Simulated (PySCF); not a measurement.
BrGeHO, SMILES [Br][Ge][OH] (connectivity only; charge and spin as stated), neutral, multiplicity 1. Geometry: B3LYP-D3(BJ)/def2-TZVP. One conformer was computed; it need not be the lowest.

TDDFT-CAM-B3LYP/def2-SVPD (PySCF 2.14.0) puts the lowest singlet excitations at 4.01, 4.71, 5.08, 6.25, 6.52, 6.59 eV.

Q: What are the lowest excitation roots from ADC(2)/aug-cc-pVDZ in PySCF 2.14.0? (Estimate from the structure and the level; the computed values follow.)

A: 3.98, 4.89, 4.99, 5.97, 6.10, 6.63 eV. S1 differs by -0.03 eV (second minus first; roots are paired by order, and the bases may differ).
